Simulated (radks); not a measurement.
Spherical quantum dot in the effective-mass picture: electrons in a hard-walled sphere of radius 2.81, all in effective atomic units (hartree* = m*/eps^2 hartree, bohr* = eps/m* bohr), one dielectric constant everywhere. Method: non-relativistic Kohn-Sham, LDA (Slater exchange, Perdew-Wang correlation), spin-polarised, spherical densities; computed with a radial shooting solver with Libxc functionals. Levels are named by radial order and angular momentum (1s, 1p, 1d, 2s, ...), and open shells are averaged over m. Each electron was tried in the lowest free levels, single moves between levels near the top were tried too, and the lowest total energy was kept; such a search can miss a lower state. At N = 1 the Hartree and exchange-correlation terms need not cancel, so that row can carry a self-interaction error.

N	open shells	2S	E (hartree*)	mu = E(N) - E(N-1) (hartree*)	addition energy mu(N+1) - mu(N) (hartree*)	rms radius (bohr*)
1	1s(up 1, down 0)	1	0.644499	0.64450	0.5683	1.506
2	none	0	1.85727	1.2128	1.036	1.557
3	1p(up 1, down 0)	1	4.10610	2.2488	0.4481	1.652
4	1p(up 2, down 0)	2	6.80305	2.6970	0.4591	1.705
5	1p(up 3, down 0)	3	9.95906	3.1560	0.5857	1.741
6	1p(up 3, down 1)	2	13.7008	3.7417	0.4398	1.769
7	1p(up 3, down 2)	1	17.8824	4.1816	0.4486	1.793
8	none	0	22.5125	4.6302	1.141	1.812
9	1d(up 1, down 0)	1	28.2837	5.7712	0.4343	1.838
10	1d(up 2, down 0)	2	34.4892	6.2055	0.4365	1.860
11	1d(up 3, down 0)	3	41.1313	6.6420	0.4378	1.879
12	1d(up 4, down 0)	4	48.2111	7.0798	0.4384	1.895
13	1d(up 5, down 0)	5	55.7294	7.5183	0.5568	1.909
14	1d(up 5, down 1)	4	63.8045	8.0751	0.4280	1.922
15	1d(up 5, down 2)	3	72.3076	8.5031	0.4301	1.934
16	1d(up 5, down 3)	2	81.2407	8.9332	0.4314	1.945
17	1d(up 5, down 4)	1	90.6054	9.3646	0.4322	1.955
18	none	0	100.402	9.7968	1.259	1.964
19	1f(up 1, down 0)	1	111.458	11.055	0.4232	1.975
20	1f(up 2, down 0)	2	122.936	11.479	0.4238	1.985
21	1f(up 3, down 0)	3	134.839	11.903	0.4242	1.994
22	1f(up 4, down 0)	4	147.166	12.327	0.4245	2.003
23	1f(up 5, down 0)	5	159.917	12.751	0.4246	2.011
24	1f(up 6, down 0)	6	173.093	13.176	0.4247	2.019
25	1f(up 7, down 0)	7	186.693	13.601	0.5372	2.026
26	1f(up 7, down 1)	6	200.831	14.138	0.4189	2.033
27	1f(up 7, down 2)	5	215.388	14.557	0.4195	2.039
28	1f(up 7, down 3)	4	230.364	14.976	0.4200	2.045
29	1f(up 7, down 4)	3	245.760	15.396	0.4203	2.051
30	1f(up 7, down 5)	2	261.576	15.816	0.4205	2.056
31	1f(up 7, down 6)	1	277.813	16.237	0.4207	2.062
32	none	0	294.471	16.658	0.9481	2.067
33	2s(up 1, down 0)	1	312.077	17.606	0.6541	2.059
34	none	0	330.337	18.260	0.6647	2.051
35	1g(up 1, down 0)	1	349.261	18.925	0.4144	2.057
36	1g(up 2, down 0)	2	368.600	19.339	0.4146	2.063
37	1g(up 3, down 0)	3	388.354	19.754	0.4147	2.069
38	1g(up 4, down 0)	4	408.522	20.168	-	2.074

All shells are closed at N = 2, 8, 18, 32, 34 (there: 1s2 1p6 1d10 2s2 1f14); the second difference of the energy has clear peaks (12 % above both neighbours; the first and last values, which can be the largest, are not judged, and half-filled shells can peak too) at N = 2, 5, 8, 13, 18, 25, 32.
